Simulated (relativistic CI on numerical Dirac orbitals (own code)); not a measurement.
**Ligand-field terms of d8**

Computed with a parametric ligand-field model of a d^n configuration (Racah B and C, spin-orbit zeta, crystal field), exact diagonalisation.

Field parameters in Wybourne normalisation: Oh B⁴₀ = 21Dq, B⁴₄ = √(5/14) B⁴₀. The field is a parameter set, without covalency.

Q: Ground term and bands for B = 890, C = 3780, ζ = 0 cm⁻¹, Oh, 10Dq = 13350 cm⁻¹?

A: Ground term 3A2 with 2.00 electrons in the two orbitals of the cubic e set. Spin-allowed: 3T2 13350 cm⁻¹ (749 nm), 3T1 20730 cm⁻¹ (482 nm), 3T1 32670 cm⁻¹ (306 nm). Lowest spin-forbidden: 1E 14340 cm⁻¹ (697 nm), 1A1 24379 cm⁻¹ (410 nm), 1T2 27391 cm⁻¹ (365 nm). With an A2 ground term the first spin-allowed band lies at |10Dq| itself.

Q: Ground term and bands for B = 890, C = 3780, ζ = 0 cm⁻¹, Oh, 10Dq = 22250 cm⁻¹?

A: Ground term 3A2 with 2.00 electrons in the two orbitals of the cubic e set. Spin-allowed: 3T2 22250 cm⁻¹ (449 nm), 3T1 31150 cm⁻¹ (321 nm), 3T1 48950 cm⁻¹ (204 nm). Lowest spin-forbidden: 1E 14472 cm⁻¹ (691 nm), 1A1 25895 cm⁻¹ (386 nm), 1T2 36526 cm⁻¹ (274 nm). With an A2 ground term the first spin-allowed band lies at |10Dq| itself.

Q: Ground term and bands for B = 890, C = 3780, ζ = 0 cm⁻¹, Oh, 10Dq = 31150 cm⁻¹?

A: Ground term 3A2 with 2.00 electrons in the two orbitals of the cubic e set. Spin-allowed: 3T2 31150 cm⁻¹ (321 nm), 3T1 40657 cm⁻¹ (246 nm), 3T1 66143 cm⁻¹ (151 nm). Lowest spin-forbidden: 1E 14530 cm⁻¹ (688 nm), 1A1 26729 cm⁻¹ (374 nm), 1T2 45536 cm⁻¹ (220 nm). With an A2 ground term the first spin-allowed band lies at |10Dq| itself.

Q: Ground term and bands for B = 890, C = 3780, ζ = 0 cm⁻¹, Oh, 10Dq = 8010 cm⁻¹?

A: Ground term 3A2 with 2.00 electrons in the two orbitals of the cubic e set. Spin-allowed: 3T2 8010 cm⁻¹ (1248 nm), 3T1 13350 cm⁻¹ (749 nm), 3T1 24030 cm⁻¹ (416 nm). Lowest spin-forbidden: 1E 14135 cm⁻¹ (707 nm), 1T2 21726 cm⁻¹ (460 nm), 1A1 22775 cm⁻¹ (439 nm). With an A2 ground term the first spin-allowed band lies at |10Dq| itself.

Q: Ground term and bands for B = 890, C = 3780, ζ = 0 cm⁻¹, Oh, 10Dq = 2670 cm⁻¹?

A: Ground term 3A2 with 2.00 electrons in the two orbitals of the cubic e set. Spin-allowed: 3T2 2670 cm⁻¹, 3T1 4710 cm⁻¹ (2123 nm), 3T1 16650 cm⁻¹ (601 nm). Lowest spin-forbidden: 1E 13412 cm⁻¹ (746 nm), 1T2 15570 cm⁻¹ (642 nm), 1A1 20141 cm⁻¹ (497 nm). With an A2 ground term the first spin-allowed band lies at |10Dq| itself.
